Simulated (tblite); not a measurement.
Species: C9H11N.
Structure used (GFN2-xTB), in Å, numbered top down from 1:
```xyz
21
C9H11N angstrom
C      3.098   -0.891   -0.138
C      2.846    0.195   -0.961
C      1.617    0.821   -0.934
C      0.607    0.374   -0.078
N     -0.593    1.052   -0.035
C     -1.750    0.530    0.607
C     -3.095    0.797    0.013
C     -2.539   -0.596   -0.014
C      0.868   -0.722    0.747
C      2.103   -1.341    0.713
H      4.058   -1.384   -0.164
H      3.613    0.555   -1.632
H      1.426    1.668   -1.579
H     -0.766    1.665   -0.818
H     -1.669    0.541    1.690
H     -3.917    1.017    0.677
H     -3.135    1.341   -0.919
H     -2.194   -0.985   -0.960
H     -2.975   -1.341    0.633
H      0.100   -1.091    1.409
H      2.288   -2.188    1.358
```

All values are computed: GFN2-xTB (tblite) harmonic vibrations without scaling, gas phase. The method is semi-empirical: single wavenumbers can be off by several per cent or more. One conformer, not necessarily the lowest.

Harmonic wavenumbers (cm⁻¹): 37.7, 63.9, 139.5, 196.8, 335.0, 347.8, 376.6, 407.7, 456.0, 484.7, 580.1, 592.3, 653.6, 749.3, 793.4, 821.1, 856.7, 866.4, 870.5, 902.2, 919.4, 922.5, 978.9, 986.2, 1024.5, 1061.3, 1082.5, 1085.0, 1092.9, 1126.3, 1152.5, 1181.9, 1183.7, 1202.0, 1247.7, 1269.0, 1304.4, 1327.7, 1344.0, 1401.7, 1435.1, 1457.3, 1483.0, 1497.2, 1584.1, 1611.8, 2999.1, 3056.8, 3070.5, 3074.2, 3081.2, 3091.0, 3091.9, 3094.9, 3101.5, 3111.9, 3435.1.

A = 3799, B = 769.2, C = 678.0 MHz; mass 133.089 u (most abundant isotopes); point group C1, symmetry number 1.

What is the zero-point energy?

½Σν̃ = 38351 cm⁻¹ = 109.65 kcal/mol.

What is S at 350 K and 1 bar for an ideal gas of classical rigid rotors and harmonic oscillators?

Translation 41.39, rotation 29.95, vibration 29.66: S = 101.0 cal/(mol K).

And Cp and H(350 K) − H(0)?

Cp = 43.95 cal/(mol K), of which vibrations give 36.00 (their classical limit is 57 R = 113.3); H(350 K) − H(0) = 8.39 kcal/mol without the zero-point energy, 5.61 from vibrations.

Which modes carry the vibrational entropy at 350 K?

37.7 cm⁻¹: 5.69; 63.9 cm⁻¹: 4.65; 139.5 cm⁻¹: 3.12; 196.8 cm⁻¹: 2.46; 335.0 cm⁻¹: 1.50; 347.8 cm⁻¹: 1.44 cal/(mol K); the other 51 give 10.79 together.

What must be added to the electronic energy to get the Gibbs energy at 350 K and 1 bar?

ZPE + [H(350 K) − H(0)] − T·S = 109.65 + 8.39 − 35.35 = 82.69 kcal/mol.

Blend soft modes into free rotors: weight 1/[1 + (100 cm⁻¹/ν̃)⁴] for the oscillator and the rest for a rotor with moment μB/(μ + B), μ = h/(8π²ν), B = 10⁻⁴⁴ kg m². What vibrational entropy results?

26.87 cal/(mol K) in place of 29.66, which changes −T·S at 350 K by +0.97 kcal/mol.

How do the functions run with temperature in this model?

| T (K) | S (cal/(mol K)) | Cp (cal/(mol K)) | H − H(0) (kcal/mol) | G − H(0) (kcal/mol) | ln q(vib) |
| --- | --- | --- | --- | --- | --- |
| 150 | 75.7 | 20.1 | 2.08 | -9.27 | 2.60 |
| 250 | 88.5 | 31.3 | 4.63 | -17.49 | 4.65 |
| 298.15 | 94.5 | 37.4 | 6.28 | -21.90 | 5.69 |
| 400 | 107.3 | 50.0 | 10.74 | -32.17 | 8.04 |
| 600 | 131.4 | 69.1 | 22.78 | -56.07 | 12.97 |
| 900 | 163.0 | 86.5 | 46.35 | -100.38 | 20.45 |

q(vib) and H(0) count from the zero-point level.

Hindered rotation and anharmonicity are outside this model. Other conformers, if any are populated, would add a mixing term that is left out. The structure is chiral; the term R ln 2 for an equal mix with its mirror image is left out.

Hardware: an x86-64 server with one thread (shared host). The figure is for the frequency step alone.
